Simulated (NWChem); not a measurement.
Species: SnH4S; SMILES [SnH3][SH]

Computed with NWChem. The geometry was optimised at PBE-D3(BJ)/def2-SVP. def2 effective core potentials on Sn; no spin-orbit coupling.

For level OLYP/def2-TZVP:

- highest occupied level (eV): -5.86
- orbital gap (eV): 4.42

Problem. Estimate the same quantities for level LDA (Slater exchange, VWN5)/def2-TZVP.

Solution. 
- highest occupied level (eV): -6.11
- orbital gap (eV): 4.26
